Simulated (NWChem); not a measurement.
# GaNH4O2; SMILES [NH2][Ga]([OH])[OH]

```xyz
8

Ga     0.0187    -0.0098     0.0233
O     -1.3201    -1.2216     0.0328
H     -2.1831    -0.7987    -0.0949
O      1.6843    -0.6852    -0.0357
H      1.6435    -1.6524    -0.1003
N     -0.2143     1.8117    -0.0682
H      0.6183     2.3498     0.1525
H     -1.0097     2.1983     0.4293
```
Atoms are numbered in this order, from 1.

Program: NWChem. Structure relaxed at the B3LYP/6-31G* (spherical d) level. GIAO values for the isolated, static molecule; σ is the absolute isotropic shielding, δ = σ(reference) − σ with the isolated reference molecule computed at the same levels (1H: tetramethylsilane, 15N: ammonia, 17O: water).

For level KT2/pcSseg-1:

```
Quantity     Result
-----------  ------
σ Ga1 (ppm)  1404.8
δ O2 (ppm)     53.7
δ H3 (ppm)     1.73
δ O4 (ppm)     45.0
δ N6 (ppm)     17.3
δ H8 (ppm)     0.47
```

Task: What are these values for level BHandHLYP/pcSseg-1?

Result: The σ Ga1 (ppm) comes out as 1484.4 and the δ O2 (ppm) comes out as 26.2. The δ H3 (ppm) is 1.57 and the δ O4 (ppm) is 20.9. The δ N6 (ppm) comes out as 4.7 and the δ H8 (ppm) comes out as 0.32.
